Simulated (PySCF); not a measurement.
C₄H₄ClF, SMILES C=C(Cl)/C=C\F.

Coordinates come from a PBE0-D3(BJ)/def2-SVP optimisation. The structure was generated by enumeration; whether it is a known compound was not checked. The values are those of a single conformer.

All values below come from M06-2X/def2-TZVP run with PySCF.

Gas-phase values at a fixed geometry.

```
Property                                                                                                        Value
---------------------------------------------------------------------------------------------  ----------------------
total energy                                                                                       -714.81914 hartree
point group                                                                                                        Cs
highest occupied level                                                                                       -8.04 eV
lowest empty level                                                                                           -0.38 eV
orbital gap                                                                                                   7.66 eV
dipole moment                                                                                                  2.57 D
quadrupole, principal values (traceless, Buckingham form, about the centre of nuclear charge)   -6.25, 0.78, 5.46 D·Å
mean static polarisability                                                                       63.1 bohr³ (9.36 Å³)
polarisability, principal values                                                               37.3, 62.4, 89.7 bohr³
```
